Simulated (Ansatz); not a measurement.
Geometry optimisation, RKS BLYP-D4/def2-SVP (Ansatz).

Input:

```yaml
crystal:
  periodic: [false, false, false]
  atoms:
    - { symbol: Ga, position_ang: [0.189146, 0.55284, -0.541683] }
    - { symbol: O, position_ang: [0.009287, -0.064063, 2.364647] }
    - { symbol: H, position_ang: [-0.942466, 0.115097, 2.523411] }
    - { symbol: Cl, position_ang: [1.853766, -0.593329, -1.372462] }
    - { symbol: Cl, position_ang: [-1.783599, -0.211763, -1.110847] }
    - { symbol: Si, position_ang: [0.481077, 2.543428, 0.67144] }
    - { symbol: H, position_ang: [1.478946, 2.270994, 1.763051] }
    - { symbol: H, position_ang: [0.98933, 3.691113, -0.153339] }
    - { symbol: H, position_ang: [-0.80206, 2.952666, 1.331191] }
    - { symbol: H, position_ang: [0.456172, 0.771418, 2.663691] }
basis:
  gaussian: { orbitals: def2-SVP }
hamiltonian:
  xc: blyp
  dispersion: d4
relax:
  f_tol: 0.03
  max_steps: 50
output:
  orbitals: {}
```

Command:

```bash
$ ansatz run input.yaml --threads 4 --pin off --max-ram 5120MiB --backend cpu --events-out ev --progress --plain --runs-dir out
```

Task: Where does it end, and by what steps?

Result: It converged. After 14 steps the energy has fallen by 0.454 eV; H3 moved furthest, 1.18 Å. Joined: Ga1–O2.

```csv
step,energy less start (eV),largest force component (eV/Å),accepted
0,0.0000,0.614,yes
1,-0.0497,1.372,yes
2,-0.1771,0.985,yes
3,-0.3113,0.430,yes
4,-0.3627,0.184,yes
5,-0.3970,0.284,yes
6,-0.4133,0.383,yes
7,-0.4278,0.167,yes
8,-0.4430,0.156,yes
9,-0.4474,0.104,yes
10,-0.4253,0.891,no
11,-0.4372,0.282,no
12,-0.4514,0.046,yes
13,-0.4537,0.074,yes
14,-0.4545,0.007,yes
```

```xyz
10
Properties=species:S:1:pos:R:3
Ga 0.228 0.626 0.032
O 0.056 -0.441 1.938
H -0.852 -0.798 1.777
Cl 1.755 -0.597 -0.964
Cl -1.853 -0.093 -0.397
Si 0.594 2.932 0.648
H 1.692 3.017 1.671
H 0.984 3.746 -0.549
H -0.654 3.511 1.252
H -0.021 0.126 2.733
```

The run took 28 s on 4 threads of Arm Neoverse V1, with other jobs on the host, peak memory 0.2 GiB.
